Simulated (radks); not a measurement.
Question: The mean radii <r> (bohr) of the occupied orbitals of an atom or ion are listed with their occupations. Method: Dirac Kohn-Sham, BLYP, spin-unpolarised, spherical densities, finite nucleus; Fermi nuclear charge, rms radius of each element as measured or else 0.836 A^(1/3) + 0.57 fm; computed with a radial shooting solver on a logarithmic mesh with Libxc functionals.

orbital  occ.      <r>
1s1/2       2  0.01659
2s1/2       2  0.06926
2p1/2       2  0.05692
2p3/2       4  0.06559
3s1/2       2   0.1801
3p1/2       2   0.1704
3p3/2       4   0.1863
3d3/2       4   0.1621
3d5/2       6   0.1669
4s1/2       2   0.3992
4p1/2       2   0.4011
4p3/2       4   0.4354
4d3/2       4   0.4425
4d5/2       6   0.4537
5s1/2       2   0.9020
4f5/2       6   0.4793
4f7/2       8   0.4861
5p1/2       2   0.9715
5p3/2       4    1.069
5d3/2       4    1.462
5d5/2       6    1.534
6s1/2       2    2.710

Name the element and its charge. Open shells, if any, fill j = l - 1/2 first.

Answer: Z = 80, mercury, charge 0: Hg in [Hg]. The 1s radius gives Z: for a bare nucleus <r> = (2 gamma + 1)/(2Z) with gamma = sqrt(1 - (Z/c)^2), 0.0164 bohr for Z = 80, and screening makes it slightly larger (0.01659 here). The occupations add up to 80, and the charge is Z minus that.
